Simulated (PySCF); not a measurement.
**Property card for `C=CC1=C(C)CC1=O`**

C7H8O.
Atom-mapped SMILES: `[CH2:1]=[CH:2][C:3]1=[C:4]([CH3:5])[CH2:6][C:7]1=[O:8]` (hydrogens: H9, H10 on C1; H11 on C2; H12, H13, H14 on C5; H15, H16 on C6)

Geometry (GFN2-xTB, Å), atoms numbered from 1 in this order:
```xyz
16
C7H8O angstrom
C      2.7837    0.4166   -0.1289
C      1.5228    0.8188   -0.0017
C      0.4042   -0.0842   -0.0799
C     -0.9479    0.0511   -0.0147
C     -1.8867    1.1739    0.1582
C     -1.2414   -1.4240   -0.1908
C      0.2967   -1.5472   -0.2658
O      1.0448   -2.4704   -0.4162
H      3.6097    1.1040   -0.0662
H      3.0207   -0.6197   -0.2992
H      1.2841    1.8619    0.1684
H     -2.4785    1.0265    1.0627
H     -2.5829    1.2073   -0.6807
H     -1.3616    2.1231    0.2261
H     -1.7725   -1.7029   -1.1011
H     -1.7030   -1.9259    0.6597
```

Among its groups: ketone, C=C double bond and cyclobutene ring.

From GFN2-xTB geometry:

```
Rotational constants A, B, C of the GFN2-xTB geometry : 2.768, 1.961, 1.164 GHz
```

PBE0/def2-SVPD ground state and vertical TDDFT (core frozen in the response) (PySCF):

```
Dipole moment                                                     : 4.13 D
HOMO energy                                                       : -6.92 eV
LUMO energy                                                       : -1.44 eV
HOMO–LUMO gap                                                     : 5.48 eV
Lowest singlet excitation                                         : 3.97 eV (312 nm, f = 0.000)
Strongest line among the 6 lowest singlet transitions             : S4 at 5.82 eV (213 nm, f = 0.430)
Lowest triplet excitation (Tamm–Dancoff)                          : 3.01 eV
Static isotropic polarisability                                   : 89.4 au
Electronic spatial extent ⟨r²⟩ about the centre of nuclear charge : 1014 bohr²
```

**PBE0/pcSseg-1 ground state and GIAO shieldings, non-relativistic (PySCF)**

```
Lowest Hirshfeld atomic charge                              : -0.24 e on O8
Highest Hirshfeld atomic charge                             : +0.15 e on C7
13C chemical shifts (computed TMS as zero) by class         : 189.6 (C7), 174.5 (C4), 151.4 (C3), 130.4 (C1), 130.3 (C2), 55.4 (C6), 17.9 (C5) ppm
1H chemical shifts (computed TMS as zero) by class          : 6.56 (H10), 6.42 (H11), 5.78 (H9), 3.11 (H15/H16), 2.40 (H12/H13/H14) ppm
Isotropic shieldings of nuclei other than C and H, by class : -249 (O8) ppm
Mayer bond orders between heavy atoms                       : C1–C2 1.92, C2–C3 1.11, C3–C4 1.54, C4–C5 1.12, C4–C6 1.07, C6–C7 1.00, C7–O8 2.01, C7–C3 0.98
```

Monoisotopic mass (most abundant isotopes): 108.0575 u.

The largest Löwdin shares of the HOMO are 0.23 on C1, 0.18 on C4, 0.16 on C3 and 0.16 on C2. The vertical singlet–triplet gap S1 − T1 is 0.96 eV (TDDFT singlet less Tamm–Dancoff triplet; S1: HOMO−1→LUMO, weight 0.86; T1: HOMO→LUMO, weight 0.92). The dipole matches unit charges of opposite sign 0.86 Å apart (1 e·Å = 4.8032 D). In wavenumbers S1 is 32000 cm⁻¹ (1 eV = 8065.54 cm⁻¹). With B = h/(8π²I), that is 505.379 GHz u Å² over I, the principal moments of inertia are 182.6, 257.8 and 434.0 u Å² (most abundant isotopes); the inertial defect Ic − Ia − Ib is -6.4 u Å² (zero for a rigid planar frame, negative otherwise).

Geometry: GFN2-xTB, one conformer, isolated molecule. NMR classes are plain means over equivalent atoms (diastereotopic ones count apart unless rotation or inversion swaps them), as if these changed places fast; in this geometry the members of some classes differ.
